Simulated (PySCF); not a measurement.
## Mayer bond orders and bond lengths

CH8PSSi (charge +1).
SMILES with atom numbers: `[CH3:1][S:2][SiH2:3][PH3+:4]` (hydrogens: H5, H6, H7 on C1; H8, H9 on Si3; H10, H11, H12 on P4)

Geometry (PBE0-D3(BJ)/def2-SVP, Å), atoms numbered from 1 in this order:
```xyz
12
CH8PSSi angstrom
C      2.5721    0.6035   -0.4104
S      0.7736    0.9064   -0.5866
Si    -0.0477   -0.7967    0.3375
P     -2.2856   -0.2531    0.0543
H      2.8775   -0.2978   -0.9568
H      3.0449    1.4802   -0.8725
H      2.8650    0.5546    0.6461
H      0.0615   -0.9269    1.8147
H      0.0509   -2.1054   -0.3614
H     -2.6361   -0.0784   -1.3023
H     -3.1945   -1.2116    0.5544
H     -2.6368    0.9599    0.6859
```

Bond orders from the PBE0/pcSseg-1 density (PySCF). One conformer (not necessarily the lowest) at the PBE0-D3(BJ)/def2-SVP geometry, without solvent, vibrations or thermal averaging.

(1) Where do the orders between heavy atoms depart from those drawn in the SMILES?

(2) Give the Mayer order of every bond between heavy atoms, beside its length.

(3) And the bonds to hydrogen?

(4) Sum the orders of all bonds at each heavy atom with more than one neighbour and set the sums beside the valence in the SMILES.

Answers

(1) The largest departure is 0.281, at Si3–P4 (drawn single, 0.719). Drawn single, order below 0.88: Si3–P4 (0.719). The SMILES, with its formal charges, is one Lewis structure only.

(2) 
| bond | drawn as | length (Å) | Mayer order |
| --- | --- | --- | --- |
| C1–S2 | single | 1.832 | 0.974 |
| S2–Si3 | single | 2.105 | 1.114 |
| Si3–P4 | single | 2.320 | 0.719 |

(3) C–H: 0.94 (3 bonds); H–Si: 0.89 (2 bonds); H–P: 0.92 (3 bonds).

(4) C1 3.794 (drawn 4), S2 2.088 (drawn 2), Si3 3.613 (drawn 4), P4 3.466 (drawn 4). Orders between atoms that aren't bonded are not in these sums.

For a closed shell the Mayer order of atoms A and B is Σ (PS)μν (PS)νμ over the basis functions μ on A and ν on B, with P the density and S the overlap matrix.
